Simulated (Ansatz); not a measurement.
C₆H₁₅As, SMILES `CC[As](C)C(C)C`, relaxed with RKS PBE-D4/def2-SVP in the Gaussian-basis code of Ansatz from a rough embedded geometry. The force threshold is 0.03 eV/Å; the program also tests the step.

Total charge 0; spin multiplicity 1.

Start:

```xyz
22

C     0.412    0.892   -2.915
C     0.056   -0.018   -1.752
As    0.819    0.626   -0.014
C    -0.626    1.900    0.256
C    -0.107   -0.800    1.065
C     0.574   -2.142    0.903
C    -0.126   -0.421    2.551
H     1.532    1.001   -2.905
H    -0.062    1.943   -2.685
H     0.042    0.545   -3.839
H     0.456   -1.005   -1.986
H    -1.074   -0.119   -1.681
H    -0.481    2.454    1.286
H    -1.625    1.557    0.143
H    -0.479    2.784   -0.515
H    -1.201   -0.887    0.767
H     1.640   -2.078    1.198
H     0.075   -2.901    1.536
H     0.494   -2.476   -0.178
H    -0.699    0.578    2.723
H    -0.558   -1.175    3.174
H     0.937   -0.258    2.866
```

```json
{"step": "1", "energy (eV)": "-67277.7200", "largest force (eV/Å)": "4.490", "largest move (Å)": "0.000"}
{"step": "2", "energy (eV)": "-67278.2241", "largest force (eV/Å)": "1.095", "largest move (Å)": "0.170"}
{"step": "3", "energy (eV)": "-67278.3481", "largest force (eV/Å)": "0.195", "largest move (Å)": "0.081"}
{"step": "4", "energy (eV)": "-67278.3520", "largest force (eV/Å)": "0.088", "largest move (Å)": "0.103"}
{"step": "5", "energy (eV)": "-67278.3569", "largest force (eV/Å)": "0.021", "largest move (Å)": "0.045"}
```

End:

```xyz
22

C     0.401    0.926   -2.924
C     0.067   -0.028   -1.778
As    0.758    0.604   -0.008
C    -0.612    2.019    0.266
C    -0.130   -0.817    1.113
C     0.562   -2.164    0.896
C    -0.122   -0.408    2.587
H     1.496    1.079   -3.019
H    -0.057    1.926   -2.776
H     0.033    0.540   -3.897
H     0.527   -1.023   -1.957
H    -1.029   -0.188   -1.689
H    -0.473    2.490    1.258
H    -1.640    1.611    0.194
H    -0.480    2.806   -0.503
H    -1.181   -0.878    0.752
H     1.632   -2.119    1.192
H     0.085   -2.959    1.509
H     0.520   -2.496   -0.161
H    -0.665    0.543    2.763
H    -0.604   -1.186    3.218
H     0.915   -0.276    2.963
```

Hardware: 4 threads of an AMD EPYC 7R13 on a shared host and a share of an NVIDIA H100 80 GB. Wall time 5 s, peak host memory 0.86 GiB.
